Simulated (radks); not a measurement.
Polarisability of the arsenic ion As+, [Ar] 3d10 4s2 4p2, at imaginary frequency. Method: non-relativistic Kohn-Sham, LDA (Slater exchange, Perdew-Wang correlation), spin-unpolarised, spherical densities, point nucleus; computed with a radial shooting solver on a logarithmic mesh with Libxc functionals. Response by self-consistent Sternheimer equations with the Hartree and adiabatic LDA kernel.

| w (hartree) | alpha1(iw) (bohr^3) |
|---|---|
| 0.00266 | 17.17 |
| 0.0143 | 17.15 |
| 0.0360 | 17.05 |
| 0.0697 | 16.74 |
| 0.118 | 16.01 |
| 0.186 | 14.59 |
| 0.280 | 12.35 |
| 0.413 | 9.473 |
| 0.605 | 6.509 |
| 0.892 | 4.029 |
| 1.35 | 2.290 |
| 2.12 | 1.216 |
| 3.59 | 0.5957 |
| 6.94 | 0.2421 |
| 17.5 | 0.05861 |

Static values: alpha1 = 17.17 bohr^3 (2.544 angstrom^3; uncoupled 26.92). C6 = 105.1, triple-dipole C9 = 1303 atomic units. One-pole (London) frequency 4 C6 / (3 alpha1^2) = 0.475 hartree, against 0.498 for minus the highest occupied eigenvalue. The dipole shielding factor is 0.970, as the force sum rule N/Z = 0.970 demands.
